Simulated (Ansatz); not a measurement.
Consider the substitution at a C–C bond: `CC(=O)C(C)(C)C(C)C` + CH₃SH → `CSC(C)C` + `CC(=O)C(C)C`.

Gas-phase electronic energies from Ansatz, PBE0-D4/def2-TZVP geometries. CCSD(T)/CBS is the MP2 limit (def2-TZVPP, def2-QZVPP) plus CCSD(T) − MP2 in def2-TZVPP, frozen cores. This one scheme is used for every species. DFT in def2-TZVPP. One conformer a species, not always the lowest.

`CC(=O)C(C)(C)C(C)C`:

Cartesian coordinates in Å:
```
C 2.271 -0.847 -1.321
C 1.488 -0.660 -0.048
O 1.851 -1.189 0.974
C 0.262 0.265 -0.071
C 0.831 1.648 0.280
C -0.379 0.331 -1.455
C -0.734 -0.206 1.013
C -1.846 0.795 1.299
C -1.333 -1.569 0.690
H 2.492 0.109 -1.802
H 1.685 -1.431 -2.035
H 3.197 -1.373 -1.097
H 1.659 1.915 -0.383
H 0.065 2.417 0.169
H 1.200 1.666 1.308
H 0.301 0.765 -2.191
H -1.266 0.967 -1.428
H -0.686 -0.651 -1.820
H -0.138 -0.318 1.924
H -1.465 1.757 1.646
H -2.471 0.975 0.420
H -2.500 0.404 2.081
H -2.015 -1.518 -0.164
H -0.562 -2.311 0.471
H -1.909 -1.940 1.541
```

CH₃SH:

Z-matrix (Å, degrees):
```
C
S 1 1.806
H 1 1.089 2 111.5
H 1 1.089 2 111.5 3 -123.8
H 1 1.090 2 106.2 3 118.1
H 2 1.342 1 97.1 3 61.9
```

`CSC(C)C`:

Z-matrix (Å, degrees):
```
C
S 1 1.797
H 1 1.091 2 105.9
H 1 1.091 2 112.1 3 117.9
H 1 1.091 2 112.1 3 -117.9
C 2 1.819 1 102.5 3 -180.0
C 6 1.519 2 112.7 1 64.2
C 6 1.519 2 112.7 1 -64.2
H 6 1.096 2 101.2 1 180.0
H 7 1.091 6 111.2 2 52.8
H 7 1.094 6 110.3 2 173.3
H 7 1.093 6 111.2 2 -67.9
H 8 1.094 6 110.3 2 -173.4
H 8 1.091 6 111.2 2 -52.9
H 8 1.093 6 111.2 2 67.8
```

`CC(=O)C(C)C`:

Z-matrix (Å, degrees):
```
C
C 1 1.507
H 1 1.092 2 111.8
H 1 1.088 2 109.6 3 122.6
H 1 1.094 2 109.3 3 -118.2
O 2 1.207 1 121.2 3 -136.6
C 2 1.519 1 118.0 3 42.5
C 7 1.528 2 109.1 1 -80.1
C 7 1.522 2 113.2 1 44.5
H 7 1.094 2 105.0 1 163.9
H 8 1.093 7 110.1 2 -175.5
H 8 1.092 7 111.3 2 -55.7
H 8 1.094 7 111.4 2 65.3
H 9 1.093 7 111.8 2 55.8
H 9 1.093 7 111.6 2 -65.4
H 9 1.092 7 110.0 2 175.4
```

(1) Is it downhill or uphill in electronic energy at CCSD(T)/CBS, and by how much? (An estimate is asked.)

(2) What do these levels give: ωB97M-V, B2PLYP, HF/def2-TZVPP, MP2/def2-QZVPP, SCS-MP2/def2-QZVPP, MP2/CBS(def2)? (An estimate is asked.)

Largest T1 diagnostic among the species: 0.012.

Answers

(1) Computed: Nearly level: ΔE = +0.01 eV.

(2) Ansatz gave: ωB97M-V 0.02, B2PLYP -0.10, HF/def2-TZVPP -0.20, MP2/def2-QZVPP 0.03, SCS-MP2/def2-QZVPP -0.02, MP2/CBS(def2) 0.01 eV.

In def2-TZVPP, CCSD(T) changes the Hartree–Fock value by +0.26 eV (the triples alone add +0.03 eV) and MP2 by +0.26 eV. From PBE to PBE0 (25 % exact exchange), in def2-TZVPP and without D4, ΔE moves by +0.04 eV. The D4 term adds +0.12 eV with B3LYP and +0.08 eV with PBE0; it sums over pairs of atoms, weighted by their polarisabilities, and B3LYP, whose exchange is more repulsive, gets the larger term.

B3LYP here is the variant with VWN-RPA as its local correlation; programs differ in this.
